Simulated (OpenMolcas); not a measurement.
Tc4+ (d3) among equal point charges was computed by CASSCF with the d shell active (OpenMolcas, ANO-RCC-VDZP on the metal). Its lowest spin-free states, and all those of the highest spin:

```
2S+1  Degeneracy  E (cm-1)
   4           1       0.0
   4           2     11714
   4           1     14125
   2           2     16351
   2           2     16948
   2           1     18699
   4           1     18729
   4           2     20907
   2           1     22313
   2           2     25231
   2           1     26495
   2           2     28525
   4           2     29096
   4           1     37241
```

Task: Is the site octahedral, tetrahedral or cube-like, axial, or of lower symmetry?

Result: The states with 2S+1 = 4 have orbital degeneracies 1, 2, 1, 1, 2, 2, 1. There are pairs but no triples, so the site is axial: not cubic, but with a proper or improper axis of order three or more. The run had Tc4+ among 6 point charges of -1.5 e arranged as a trigonal antiprism (D3d), 1.77 Å from the ion, with a polar angle of 50.9° against the regular 54.74°.

Without dynamic correlation the repulsion within the d shell is too large (B by tens of per cent), so at a given field states of lower spin stand too high. This is an electrostatic model: the charges have no orbitals. No measured value stands beside these numbers.
